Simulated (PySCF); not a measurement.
**One molecule, many functionals**

BCl2GeH3.
Bonds: Cl1–B2, B2–Cl3, B2–Ge4. Hydrogens: H5, H6, H7 on Ge4.

Linear-response calculations in the def2-SVPD basis (PySCF; singlets by full response, triplets Tamm–Dancoff, core orbitals frozen in the response; HF means time-dependent Hartree–Fock). 'Strongest' is the level of largest summed f among the singlets computed (6 and 10 roots, of which the last may lack a degenerate partner); it can jump between rows when another state enters that window. S1 is the lowest singlet of each run and needn't be the same state throughout; f(S1) is that of one state. Isolated species at its PBE0-D3(BJ)/def2-SVP geometry, gas phase. The LDA/def2-SVPD calculation is non-relativistic and has no spin–orbit coupling, an omission that weighs most on germanium.

```csv
functional,kind,S1 (eV),f(S1),strongest (eV),T1 (eV),HOMO (eV),gap (eV),"ionisation energy, ΔSCF (eV)"
LDA,LDA,4.26,0.003,6.64,3.71,-7.27,3.95,10.16
PBE,GGA,4.33,0.003,6.63,3.66,-7.17,4.05,10.02
B3LYP,"global hybrid, 20% exact exchange",4.62,0.004,7.08,3.94,-8.18,5.79,10.34
PBE0,"global hybrid, 25% exact exchange",4.66,0.005,7.33,3.89,-8.40,6.16,10.37
BHandHLYP,"global hybrid, 50% exact exchange",4.98,0.006,7.76,4.20,-9.52,8.36,10.57
CAM-B3LYP,range-separated hybrid,4.78,0.005,7.51,not run,-9.71,8.64,not run
wB97X-D,range-separated hybrid,4.79,0.005,7.71,4.11,-10.22,9.82,10.51
LC-wPBE,range-separated hybrid,4.91,0.005,8.19,4.08,-11.05,11.05,10.76
HF,Hartree–Fock,5.49,0.009,9.50,4.39,-11.29,12.67,not settled
```

S1 runs from 4.26 eV (LDA) to 5.49 eV (HF), a spread of 1.23 eV, while the orbital gap spreads over 8.7 eV. Along PBE (0%), B3LYP (20%), PBE0 (25%), BHandHLYP (50%), HF (100%) S1 rises with the share of exact exchange. −ε(HOMO) comes closest to its own ΔSCF ionisation energy with LC-wPBE (+0.28 eV) and misses most with LDA (-2.89 eV). 'Not settled' means that the ion's SCF failed to converge or may have ended in another state than the lowest.
